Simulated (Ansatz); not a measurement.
Relaxation of AlFH4O2 (8 atoms, charge 0, multiplicity 1), to a largest force component of 0.03 eV/Å in at most 50 steps.

These are results of Ansatz 0.2.0, RKS PBE0-D4/def2-SVP, not measurements.

```xyz
8
Properties=species:S:1:pos:R:3
Al -0.142 -0.322 -0.145
F -0.089 -0.501 1.532
O 1.302 -0.506 -1.012
H 2.172 -0.685 -0.655
H -1.514 -0.208 -0.886
O 0.036 2.289 1.243
H 0.956 2.564 1.317
H -0.048 1.582 1.923
```

Problem. Where does it end, and by what steps?

Solution. The run converged. After 24 steps the energy has fallen by 0.781 eV; H7 moved furthest, 0.97 Å. Joined: Al1–O6 (2.96 → 1.98 Å).

```json
{"step": "0", "energy less start (eV)": "0.0000", "largest force component (eV/Å)": "1.048", "accepted": "yes"}
{"step": "1", "energy less start (eV)": "-0.1615", "largest force component (eV/Å)": "0.831", "accepted": "yes"}
{"step": "2", "energy less start (eV)": "-0.3986", "largest force component (eV/Å)": "1.262", "accepted": "yes"}
{"step": "3", "energy less start (eV)": "-0.5904", "largest force component (eV/Å)": "0.903", "accepted": "yes"}
{"step": "4", "energy less start (eV)": "-0.6512", "largest force component (eV/Å)": "0.660", "accepted": "yes"}
{"step": "5", "energy less start (eV)": "-0.6829", "largest force component (eV/Å)": "0.486", "accepted": "yes"}
{"step": "6", "energy less start (eV)": "-0.6980", "largest force component (eV/Å)": "0.315", "accepted": "yes"}
{"step": "7", "energy less start (eV)": "-0.7097", "largest force component (eV/Å)": "0.118", "accepted": "yes"}
{"step": "8", "energy less start (eV)": "-0.7208", "largest force component (eV/Å)": "0.323", "accepted": "yes"}
{"step": "9", "energy less start (eV)": "-0.7285", "largest force component (eV/Å)": "0.460", "accepted": "yes"}
{"step": "10", "energy less start (eV)": "-0.7376", "largest force component (eV/Å)": "0.283", "accepted": "yes"}
{"step": "11", "energy less start (eV)": "-0.7484", "largest force component (eV/Å)": "0.267", "accepted": "yes"}
{"step": "12", "energy less start (eV)": "-0.7487", "largest force component (eV/Å)": "0.464", "accepted": "yes"}
{"step": "13", "energy less start (eV)": "-0.7623", "largest force component (eV/Å)": "0.192", "accepted": "yes"}
{"step": "14", "energy less start (eV)": "-0.7610", "largest force component (eV/Å)": "0.505", "accepted": "no"}
{"step": "15", "energy less start (eV)": "-0.7680", "largest force component (eV/Å)": "0.057", "accepted": "yes"}
{"step": "16", "energy less start (eV)": "-0.7747", "largest force component (eV/Å)": "0.189", "accepted": "yes"}
{"step": "17", "energy less start (eV)": "-0.7742", "largest force component (eV/Å)": "0.188", "accepted": "no"}
{"step": "18", "energy less start (eV)": "-0.7772", "largest force component (eV/Å)": "0.158", "accepted": "yes"}
{"step": "19", "energy less start (eV)": "-0.7779", "largest force component (eV/Å)": "0.181", "accepted": "yes"}
{"step": "20", "energy less start (eV)": "-0.7798", "largest force component (eV/Å)": "0.032", "accepted": "yes"}
{"step": "21", "energy less start (eV)": "-0.7804", "largest force component (eV/Å)": "0.117", "accepted": "yes"}
{"step": "22", "energy less start (eV)": "-0.7799", "largest force component (eV/Å)": "0.148", "accepted": "no"}
{"step": "23", "energy less start (eV)": "-0.7807", "largest force component (eV/Å)": "0.047", "accepted": "yes"}
{"step": "24", "energy less start (eV)": "-0.7808", "largest force component (eV/Å)": "0.022", "accepted": "yes"}
```

```xyz
8
Properties=species:S:1:pos:R:3
Al -0.172 -0.023 0.192
F -0.393 -0.771 1.685
O 1.473 0.147 -0.332
H 1.971 -0.398 -0.939
H -1.374 -0.095 -0.826
O 0.082 1.787 0.944
H 1.024 1.835 0.680
H 0.063 1.731 1.911
```

Whether the end is a true minimum wasn't checked by a vibrational analysis.

Time of the run: 78 s on 1 thread of Arm Neoverse V1, with other jobs on the host, peak memory 0.15 GiB.
